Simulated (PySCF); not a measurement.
H4O2S2Si, SMILES S[Si](S)(O)O.

The structure is a stationary point at PBE-D3(BJ)/def2-SVP. Other conformers were not sampled.

Calculation: PBE-D3(BJ)/def2-SVP in PySCF.

Frequencies are harmonic and unscaled.

```csv
mode,ν (cm⁻¹),IR (km/mol),moving atoms (share of kinetic energy)
1,109,2.2,"H 56 %, O 27 %, S 16 %"
2,135,20.2,"S 53 %, H 22 %, O 19 %"
3,206,0.6,"H 51 %, O 23 %, S 16 %, Si 10 %"
4,210,52.9,"H 61 %, O 17 %, S 16 %"
5,236,20.5,"H 61 %, O 26 %"
6,253,33.1,"H 52 %, O 22 %, S 14 %, Si 12 %"
7,265,5.3,"O 41 %, S 32 %, H 20 %"
8,293,84.8,"H 69 %, O 21 %, S 9 %"
9,323,53.5,"O 51 %, H 31 %, S 15 %"
10,447,26.3,"S 49 %, Si 23 %, O 20 %, H 9 %"
11,549,152.9,"Si 59 %, S 29 %, H 11 %"
12,686,18.2,H 84 %
13,702,16.3,"H 85 %, S 8 %"
14,795,201.3,"H 71 %, O 26 %"
15,805,184.2,"O 44 %, H 42 %, Si 13 %"
16,888,143.3,"H 42 %, Si 32 %, O 26 %"
17,932,78.0,"Si 43 %, O 35 %, H 22 %"
18,2611,0.3,H 97 %
19,2621,0.4,H 97 %
20,3740,83.8,H 94 %
21,3762,86.1,H 94 %
```
